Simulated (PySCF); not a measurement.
silene anion (CH4Si), SMILES C=[SiH2] (connectivity only; charge and spin as stated), charge -1, multiplicity 2.

Coordinates come from a PBE-D3(BJ)/def2-TZVPD optimisation. The spin state was assumed, not searched.

Computed with PBE-D3(BJ)/def2-TZVPD (PySCF).

Frequencies are harmonic and unscaled.

```json
[
 {"mode": "1", "ν (cm⁻¹)": "282", "IR (km/mol)": "0.7", "moving atoms (share of kinetic energy)": "H 98 %"},
 {"mode": "2", "ν (cm⁻¹)": "465", "IR (km/mol)": "84.7", "moving atoms (share of kinetic energy)": "H 85 %, C 13 %"},
 {"mode": "3", "ν (cm⁻¹)": "563", "IR (km/mol)": "11.2", "moving atoms (share of kinetic energy)": "H 99 %"},
 {"mode": "4", "ν (cm⁻¹)": "584", "IR (km/mol)": "42.0", "moving atoms (share of kinetic energy)": "H 67 %, Si 17 %, C 15 %"},
 {"mode": "5", "ν (cm⁻¹)": "750", "IR (km/mol)": "8.5", "moving atoms (share of kinetic energy)": "C 49 %, H 32 %, Si 19 %"},
 {"mode": "6", "ν (cm⁻¹)": "815", "IR (km/mol)": "24.3", "moving atoms (share of kinetic energy)": "H 79 %, C 16 %"},
 {"mode": "7", "ν (cm⁻¹)": "873", "IR (km/mol)": "82.8", "moving atoms (share of kinetic energy)": "H 90 %"},
 {"mode": "8", "ν (cm⁻¹)": "1318", "IR (km/mol)": "0.3", "moving atoms (share of kinetic energy)": "H 88 %, C 12 %"},
 {"mode": "9", "ν (cm⁻¹)": "1889", "IR (km/mol)": "351.3", "moving atoms (share of kinetic energy)": "H 98 %"},
 {"mode": "10", "ν (cm⁻¹)": "1910", "IR (km/mol)": "425.4", "moving atoms (share of kinetic energy)": "H 96 %"},
 {"mode": "11", "ν (cm⁻¹)": "2984", "IR (km/mol)": "75.1", "moving atoms (share of kinetic energy)": "H 95 %"},
 {"mode": "12", "ν (cm⁻¹)": "3056", "IR (km/mol)": "54.1", "moving atoms (share of kinetic energy)": "H 90 %, C 10 %"}
]
```
